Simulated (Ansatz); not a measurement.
Species: GeH₂SeF, charge 0, doublet. GeH2SeF (SMILES [GeH2][Se]F, doublet).
B3LYP-D3(BJ)/def2-TZVP minimum from Ansatz (a first-principles code):
```xyz
5

Se     0.7684     0.4357     0.5676
F      0.0700     2.0037     0.0893
Ge    -0.7585    -0.9330    -0.6202
H     -0.2844    -2.3369    -0.1499
H     -2.2004    -0.6550    -0.1061
```
Charge 0, spin multiplicity 2.

Total energies in hartree (Ansatz). UHF or UKS for unpaired electrons; spin-orbit terms are left out. Correlated methods leave the cores frozen (noble-gas shells, and filled d and f shells in the p block). No relativity. Where a partner has so few electrons that a lower coupled-cluster level is exact, that level stands in.

| species | HF/cc-pVTZ | CCSD(T)/cc-pVTZ | HF/cc-pVQZ | CCSD(T)/cc-pVQZ | CCSD(T)/cc-pVDZ | CCSDT(Q)/cc-pVDZ |
|---|---|---|---|---|---|---|
| 1: GeH2SeF (SMILES F[Se][GeH2], doublet) | -4575.89701 | -4576.44900 | -4575.91454 | -4576.51142 | -4576.12797 | -4576.13033 |
| 2: Se (triplet) | -2399.87209 | -2399.99441 | -2399.87500 | -2400.00700 | -2399.88510 | -2399.88538 |
| 3: F (doublet) | -99.40552 | -99.62036 | -99.41377 | -99.65026 | -99.52757 | -99.52776 |
| 4: Ge (triplet) | -2075.36107 | -2075.42794 | -2075.36359 | -2075.43284 | -2075.34866 | -2075.34895 |
| 5: H (doublet) | -0.49981 | -0.49981 | -0.49995 | -0.49995 | -0.49928 | -0.49928 |

Task: Work out the atomisation energy (electronic, to ground-state atoms) in kcal/mol: take Hartree-Fock from cc-pVQZ, extrapolate the CCSD(T) correlation energy as X^-3 (X = 3, 4), and add CCSDT(Q) - CCSD(T) in cc-pVDZ. 1 hartree = 627.51 kcal/mol.

Result: 
Species 1: correlation (64·(-0.59688) - 27·(-0.55199))/37 = -0.62964; step -0.00236; E1 = -4575.91454 + (-0.62964) + (-0.00236) = -4576.54654
Species 2: correlation (64·(-0.13200) - 27·(-0.12232))/37 = -0.13906; step -0.00028; E2 = -2399.87500 + (-0.13906) + (-0.00028) = -2400.01434
Species 3: correlation (64·(-0.23649) - 27·(-0.21484))/37 = -0.25229; step -0.00019; E3 = -99.41377 + (-0.25229) + (-0.00019) = -99.66625
Species 4: correlation (64·(-0.06925) - 27·(-0.06687))/37 = -0.07099; step -0.00029; E4 = -2075.36359 + (-0.07099) + (-0.00029) = -2075.43487
Species 5: correlation (64·(0.00000) - 27·(0.00000))/37 = 0.00000; step +0.00000; E5 = -0.49995 + (0.00000) + (+0.00000) = -0.49995
-1·E1 +1·E2 +1·E3 +1·E4 +2·E5 = 0.43118 hartree = 270.6 kcal/mol.
